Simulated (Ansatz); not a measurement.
System: CH₃ClF₂Si (charge 0, singlet). 
Structure (B3LYP-D3(BJ)/def2-TZVP (Ansatz, an electronic-structure program) minimum search):
SMILES: C[Si](F)(F)Cl
```xyz
8

C     -1.9513    -0.1167     0.1792
Si    -0.1434     0.2047     0.2177
F      0.4442    -0.0361     1.6731
F      0.1717     1.7160    -0.1536
Cl     0.8911    -0.9845    -1.0773
H     -2.1604    -1.1522     0.4503
H     -2.3498     0.0658    -0.8195
H     -2.4656     0.5386     0.8845
```

Parts of the frozen-core correlation energy in 6-31G* (Ansatz, hartree). Frozen orbitals: 13; correlated occupied orbitals by spin: 16 and 16; virtual: 60 and 60. Spin-orbit coupling is left out. No relativistic terms.

```tsv
term	value
reference (HF)	-987.09934
MP2 opposite-spin	-0.50080
MP2 same-spin	-0.18258
CCSD correlation	-0.71534
(T)	-0.01501
T1 diagnostic	0.011
largest doubles amplitude	0.035
```
